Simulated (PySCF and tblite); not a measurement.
Results of a calculation; reference values are marked as such.
# Rotation: stationary points, barriers and rates

System: C4H6BBrO2, numbered as in [OH:1][B:2]([OH:3])[C:4]1=[C:5]([Br:6])[CH2:7][CH2:8]1.

Motion: rotation about the B2–O3 bond (torsion O1–B2–O3–H from 0° to 180°, rising). Geometries: GFN2-xTB; energies: PBE0/pcSseg-1 + D3(BJ); zero-point and thermal terms from GFN2-xTB harmonic modes (soft modes blended into free rotors). Rate constants are transition-state-theory values, counting equivalent paths, without tunnelling. (PySCF 2.14 with density fitting, tblite 0.8.)

```json
{"point": "start", "symmetry": "Cs", "E(GFN2) kcal/mol": "0.0", "E(DFT) kcal/mol": "0.0", "ZPE change kcal/mol": "0.00", "lowest mode cm⁻¹": "31", "dipole D": "2.84"}
{"point": "saddle", "symmetry": "C1", "E(GFN2) kcal/mol": "7.6", "E(DFT) kcal/mol": "5.6", "ZPE change kcal/mol": "-1.05", "lowest mode cm⁻¹": "629i", "dipole D": "1.77"}
{"point": "end", "symmetry": "Cs", "E(GFN2) kcal/mol": "-2.7", "E(DFT) kcal/mol": "-6.1", "ZPE change kcal/mol": "0.23", "lowest mode cm⁻¹": "43", "dipole D": "0.67"}
```

```
Electronic barrier                                      : 5.6 kcal/mol
Barrier with zero-point energy                          : 4.5 kcal/mol
ΔH‡ (298 K)                                             : 4.4 kcal/mol
ΔS‡ (298 K, symmetry apart)                             : -0.5 cal/(mol K)
Paths                                                   : 2 equivalent paths
End point                                               : a different minimum
Mean lifetime of the start against this motion at 298 K : 180 ps
Cost                                                    : 78 s on 1 thread of Arm Neoverse V2, on a host shared with other jobs (rough), peak memory 1 GiB, launched as `OMP_NUM_THREADS=1 python ens_run.py task.json out`
```

```csv
T/K,ΔG‡ kcal/mol,k s⁻¹,ΔG kcal/mol,k back s⁻¹
200,4.5,9.4×10⁷,-5.8,44
250,4.5,1.1×10⁹,-5.8,9950
298,4.6,5.6×10⁹,-5.8,3.4×10⁵
350,4.6,2×10¹⁰,-5.7,5.1×10⁶
400,4.6,4.9×10¹⁰,-5.7,3.7×10⁷
500,4.7,1.8×10¹¹,-5.7,5.9×10⁸
```

ΔG and ΔG‡ leave out symmetry numbers and mirror images; rates count paths: 2 out, 2 back.

Spin–orbit effects of heavy atoms on shieldings are missing.
